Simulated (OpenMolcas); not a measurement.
# Computed transition rates of Te

| Quantity | Value |
| --- | --- |
| Program | OpenMolcas 26.06 |
| Method | SS-CASPT2, IPEA 0.25 Eh, imaginary shift 0.1 Eh (closed shells correlated: 4d) |
| Basis | ANO-RCC-VTZP [7s6p4d2f1g] |
| Scalar Hamiltonian | DKH2, point nucleus |
| Active space | 6 electrons in 8 orbitals (5s 5p 6s 6p) |
| State averaging | 2S+1 = 3 even, 3 roots; 2S+1 = 1 even, 6 roots; 2S+1 = 3 odd, 3 roots (0 in the spin-orbit step) |
| Spin-orbit coupling | RASSI with atomic mean-field integrals over the reference wave functions, term energies averaged over their components |

Rates come from the transition moments of the reference wave functions (E1 and E2 in the length form). At fixed line strength A goes as λ^-3 for E1 and M1 and as λ^-5 for E2, so a rate at the computed wavelength can be rescaled to the measured one. Measured vacuum wavelengths follow from level energies in NIST Handbook of Basic Atomic Spectroscopic Data. Branching counts decays inside the model space alone, at computed energies, and the table is only a selection of the E2 and M1 lines, drawn from those between levels with measured partners whose computed energy lies within a factor of 1.5 of the measured one.

```csv
Upper,Lower,Type,λ computed (nm),λ measured (nm),A computed (s-1),A rescaled (s-1),Branching %
5s² 5p⁴ ³P₁,5s² 5p⁴ ³P₂,M1,2406,2105,1.53e+00,2.28e+00,99.8
5s² 5p⁴ ³P₀,5s² 5p⁴ ³P₂,E2,2225,2125,7.00e-03,8.81e-03,78.3
5s² 5p⁴ ¹D₂,5s² 5p⁴ ³P₁,M1,1475,1722,2.48e-01,,7.6
5s² 5p⁴ ¹D₂,5s² 5p⁴ ³P₂,M1,914.4,947.2,2.93e+00,,89.6
5s² 5p⁴ ¹D₂,5s² 5p⁴ ³P₂,E2,914.4,947.2,9.09e-02,,2.8
5s² 5p⁴ ¹S₀,5s² 5p⁴ ¹D₂,E2,756.4,791.1,4.85e+00,3.88e+00,13.1
5s² 5p⁴ ¹S₀,5s² 5p⁴ ³P₁,M1,500,542.1,3.13e+01,,84.2
5s² 5p⁴ ¹S₀,5s² 5p⁴ ³P₂,E2,414,431.1,1.04e+00,,2.8
```

Spin-changing lines and M1 lines between different terms are not rescaled, since their strength hangs on the term gaps too.

The largest correction is for 5s² 5p⁴ ³P₁ → 5s² 5p⁴ ³P₂ (M1): 1.53e+00 × (2406 / 2105)^3 = 2.28e+00 s-1, a factor of 1.49.

The computed order of these levels differs from the measured one in 1 place, and where term gaps are wrong the rates of spin-changing lines can be off by large factors.

No measured rate stands beside these. Rescaling mends the energy factor alone: line strengths can still be far off where a level mixes with configurations outside the active space, and weak or spin-changing lines hang on small mixing coefficients that depend on the term gaps too, so rescaling need not improve them.

CASPT2 does not keep the components of a term degenerate, so their means are used; among the terms shown or strongly mixed into the levels shown the widest spread is 66 cm-1 (5s² 5p⁴ ¹D). Some high roots are left out of the spin-orbit mixing, which shifts the levels that they would mix with. Active for correlation alone: 6p 6s; no level in the range computed is led by a configuration that fills them, so any true level of that kind is missing. Computed and measured levels are paired by configuration, term and J; levels that our copy of the source lacks, or whose pairing is in doubt (as where it misses far off the trend of its configuration), stay unpaired. Only configurations of the active space appear.
